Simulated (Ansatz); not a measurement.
(Cl)3Si-O-SiH3 (Si₂Cl₃OH₃). The state is a singlet with charge 0. Geometry PBE-D4/def2-SVP; atoms count from 1.

```
atom    x (Å)    y (Å)    z (Å)
 Si1  -0.4922   1.2922   0.6063
 Cl2  -2.5211   0.9666   0.7037
 Cl3  -0.1345   3.2241   0.0244
 Cl4   0.3218   0.9695   2.4703
  O5   0.1898   0.2833  -0.4900
 Si6   0.5754  -1.3410  -0.7631
  H7   0.9423  -1.4621  -2.2096
  H8   1.7345  -1.7321   0.1069
  H9  -0.6160  -2.2006  -0.4490
```

Estimate the Mulliken populations from the PBE0/def2-TZVP orbitals of Ansatz.


```tsv
atom	charge (e)
Si1	0.69
Cl2	-0.19
Cl3	-0.18
Cl4	-0.19
O5	-0.37
Si6	0.28
H7	-0.01
H8	-0.01
H9	-0.01
```
Mulliken values depend strongly on the basis.

And the Mayer bond orders between heavy atoms (over 0.3)?

Si1–Cl2 1.19 (2.06 Å); Si1–Cl3 1.22 (2.05 Å); Si1–Cl4 1.18 (2.06 Å); Si1–O5 1.24 (1.64 Å); O5–Si6 1.06 (1.69 Å).
